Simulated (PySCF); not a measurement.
C₂H₆BNO, SMILES NB1CCO1.

Geometry optimised at B3LYP-D3(BJ)/def2-SVP. This is a generated structure with no PubChem entry under its InChIKey; it may be hypothetical. Other conformers were not sampled.

All values below come from PBE/def2-TZVP (PySCF).

Gas-phase values at a fixed geometry.

### Question
Estimate the frontier levels, gap, dipole moment and polarisability. (The exact figures need the calculation; the answer reports its results.)

### Answer

highest occupied level: -6.06 eV
lowest empty level: 0.21 eV
orbital gap: 6.27 eV
dipole moment: 1.63 D
quadrupole, principal values (traceless, Buckingham form, about the centre of nuclear charge): -4.36, -3.26, 7.62 D·Å
mean static polarisability: 48.7 bohr³ (7.22 Å³)
polarisability, principal values: 39.6, 46.2, 60.5 bohr³
